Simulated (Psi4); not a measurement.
Complex: SiH4 (SMILES [SiH4]) (first 5 atoms) with HBr (SMILES Br); geometry from B3LYP-D3(BJ)/def2-TZVP, rigid monomers moved along the line of their centres of mass till H3···H7 is 2.93 Å.
(charge 0, multiplicity 1):
```xyz
7

Si     0.216    -0.237     0.011
H      0.804    -1.544     0.376
H     -0.993    -0.005     0.841
H     -0.181    -0.239    -1.415
H      1.188     0.847     0.268
Br    -0.107     0.002     5.021
H     -0.769     0.061     3.757
```

Method: Psi4 1.11 with SAPT0/aug-cc-pVDZ.

Problem. Which attractive term is largest, and how does the interaction split up?

Solution. electrostatics -0.12, exchange 0.19, induction -0.10, dispersion -0.49, total -0.52 kcal/mol; the largest attraction is dispersion.
